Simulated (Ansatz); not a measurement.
Relaxation of C$_{3}$H$_{6}$Ge (10 atoms, charge 0, multiplicity 1), to a largest force component of 0.02 eV/Å in at most 50 steps.

Theory: Ansatz 0.2.0, RKS r2SCAN-D4/def2-mTZVP.

```xyz
10
Properties=species:S:1:pos:R:3:forces:R:3
Ge -0.917 1.064 -0.894 -1.37 1.42 -0.75
C 0.040 -0.176 0.104 -1.35 -5.78 2.72
C 0.095 -1.423 0.821 -0.19 6.23 -3.66
C 1.319 -0.584 0.683 -0.46 0.55 2.76
H -1.524 0.423 -2.199 0.27 0.20 0.51
H -2.138 1.653 -0.042 0.69 -0.38 -0.47
H -0.016 2.290 -1.303 -0.26 -0.54 0.16
H -0.296 -2.312 1.206 -0.70 -1.01 0.38
H 1.526 -0.021 1.647 1.26 -0.65 -1.32
H 1.995 -0.966 -0.020 2.11 -0.04 -0.34
```

Task: Where does it end, and by what steps?

Result: The forces met the threshold. After 6 steps the energy has fallen by 1.024 eV; H10 moved furthest, 0.20 Å.

```tsv
step	energy less start (eV)	largest force component (eV/Å)	accepted
0	0.0000	6.229	yes
1	-0.9163	2.276	yes
2	-1.0100	1.020	yes
3	-1.0219	0.222	yes
4	-1.0229	0.138	yes
5	-1.0237	0.023	yes
6	-1.0238	0.013	yes
```

```xyz
10
Properties=species:S:1:pos:R:3
Ge -0.986 1.075 -0.902
C 0.000 -0.221 0.119
C 0.062 -1.346 0.764
C 1.346 -0.592 0.734
H -1.559 0.416 -2.165
H -2.143 1.629 -0.059
H -0.045 2.218 -1.300
H -0.435 -2.241 1.107
H 1.688 -0.064 1.626
H 2.156 -0.924 0.081
```

Time of the run: 20 s on 2 threads of Intel(R) Xeon(R) Platinum 8375C CPU @ 2.90GHz (Ice Lake), on a shared host, peak memory 0.25 GiB.
